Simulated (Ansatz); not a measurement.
System: C2H6BS, net charge 0, doublet state. It need not be the lowest isomer of its formula. SMILES: C[B]SC
Coordinates optimised at B3LYP-D3(BJ)/def2-TZVP (Ansatz, a first-principles code):
```xyz
10

C      2.3523    -0.3325     0.2090
B      0.8287    -0.2561     0.4874
S     -0.4784     0.2401    -0.5555
C     -1.9951     0.0673     0.4616
H      2.7124    -1.3538     0.3668
H      2.6409    -0.0230    -0.8014
H      2.8972     0.2916     0.9238
H     -1.9347     0.7190     1.3289
H     -2.1141    -0.9660     0.7754
H     -2.8345     0.3629    -0.1656
```
Charge 0, spin multiplicity 2.

Atomisation energy built up term by term with Ansatz (kcal/mol; UHF references for open shells; valence terms freeze the core; atomic spin-orbit terms are left out). CBS(X,Y): correlation extrapolated as X^-3; Hartree-Fock from the larger set.

```csv
term,basis,kcal/mol
Hartree-Fock,aug-cc-pV(Q+d)Z,660.28
CCSD correlation,"CBS(aug-cc-pV(T+d)Z,aug-cc-pV(Q+d)Z)",___
(T),"CBS(aug-cc-pV(T+d)Z,aug-cc-pV(Q+d)Z)",___
core correlation,cc-pwCVTZ,3.72
scalar relativity (X2C),cc-pVTZ-DK against cc-pVTZ,-0.84
sum: De,,___
```

Problem. What belongs in the gaps?

Solution. 
- CCSD correlation, kcal/mol: 191.24
- (T), kcal/mol: 12.95
- sum: De, kcal/mol: 867.3
